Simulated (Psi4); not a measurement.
A dimer, H4Ge ··· Cl2 (SMILES [GeH4] and ClCl); the first 5 atoms form monomer A.

```
7

Ge     0.0000     0.0000     0.0000
H     -0.8113    -0.6911    -1.1059
H      0.1119     1.5003    -0.3088
H      1.4056    -0.6157     0.0646
H     -0.7062    -0.1935     1.3501
Cl     2.1701     0.5931    -4.1510
Cl     1.2487     0.3411    -2.3785
```

Question: What interaction energy does SAPT0/jun-cc-pVDZ, frozen core in Psi4 1.11 give, and which attractive term is the largest?

Answer: Total 14.16 kcal/mol: electrostatics -5.75, exchange 31.22, induction -5.51, dispersion -5.81. The most attractive term is dispersion.
